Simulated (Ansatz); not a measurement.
The same path of C3H9NOSi (15 atoms, charge 0, multiplicity 1) was run twice with different band settings. The coordinate that changes most is the height of N1 over the plane of its neighbours.

Theory: RKS BHLYP-D4/def2-SVP in Ansatz 0.2.0.

Relaxed end points:

```xyz
15
Properties=species:S:1:pos:R:3
N 1.709 -1.122 -0.806
C 0.946 -0.743 0.365
C -0.544 -0.708 0.160
O -1.111 -1.920 -0.029
C -1.293 0.395 0.077
Si -0.694 2.146 0.208
H 1.564 -0.449 -1.546
H 1.405 -2.014 -1.168
H 1.171 -1.450 1.174
H 1.299 0.229 0.715
H -0.527 -2.615 0.268
H -2.354 0.230 -0.100
H -0.427 2.563 1.610
H -1.731 3.049 -0.347
H 0.566 2.357 -0.552
```

```xyz
15
Properties=species:S:1:pos:R:3
N 1.400 -1.746 -0.706
C 0.906 -0.654 0.113
C -0.603 -0.610 0.031
O -1.139 -1.817 -0.147
C -1.356 0.489 0.163
Si -0.789 2.229 0.420
H 1.475 -1.479 -1.678
H 2.305 -2.070 -0.404
H 1.173 -0.870 1.153
H 1.331 0.325 -0.128
H -0.404 -2.402 -0.380
H -2.430 0.315 0.131
H -0.603 2.585 1.852
H -1.798 3.162 -0.137
H 0.511 2.493 -0.253
```

Common settings: spring 5.0 eV/Å²; optimiser quadratic models (default); start path through a guess of the saddle point; force threshold 0.03 eV/Å; end points relaxed.

| run | movable images | climbing image | iteration limit |
| --- | --- | --- | --- |
| 1 | 9 | yes | 42 |
| 2 | 4 | no | 60 |

Problem. What does each run give, and how far can it be trusted?

Solution. Run 1: converged after 18 iterations, highest image 0.008 eV above the first end. The top lies less than 8 meV above the higher end, about what the thresholds resolve: that end is a shoulder or a very shallow well. A vibrational analysis at the climbing image gives one clearly imaginary mode, 111i cm⁻¹: a first-order saddle point.
Run 2: converged after 12 iterations, highest image 0.005 eV above the first end. The top lies less than 8 meV above the higher end, about what the thresholds resolve: that end is a shoulder or a very shallow well. No image climbed, so the highest image needn't sit at the top of the path.
